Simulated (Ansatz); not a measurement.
Calculated with Ansatz (gas phase, PBE0-D4/def2-TZVP geometries, no zero-point term in ΔE). CBS: MP2 limit from def2 TZ/QZ plus the TZ coupled-cluster correction, frozen cores. Functionals use def2-TZVPP. def2 core potentials past Kr. For In, Mg outer-core shells are correlated without core-valence functions, which leaves a few kJ/mol of doubt a bond. One conformer a species, not always the lowest.

`[F][Mg][F]` + `C[CH2][In]([SH])[N](C)C` → `C[CH2][Mg][F]` + `C[N](C)[In]([F])[SH]`  (redistribution)

```csv
level,ΔE (kcal/mol)
r2SCAN,27.3
HF/def2-TZVPP,25.4
HF/def2-QZVPP,26.4
MP2/CBS(def2),31.3
```

Task: What does CCSD(T)/CBS give? (An estimate is asked.)

Result: Computed: +29.1 kcal/mol. The listed levels differ from it by -1.8, -3.7, -2.7, 2.2 kcal/mol.

Largest T1 diagnostic among the species: 0.015.

The D4 term adds +2.3 kcal/mol with B3LYP and +1.4 kcal/mol with PBE0; it sums over pairs of atoms, weighted by their polarisabilities, and B3LYP, whose exchange is more repulsive, gets the larger term. From PBE to PBE0 (25 % exact exchange), in def2-TZVPP and without D4, ΔE moves by +1.3 kcal/mol. In def2-TZVPP, CCSD(T) changes the Hartree–Fock value by +3.8 kcal/mol (the triples alone add +0.2 kcal/mol) and MP2 by +6.0 kcal/mol.

B3LYP here is the variant with VWN-RPA as its local correlation; programs differ in this.
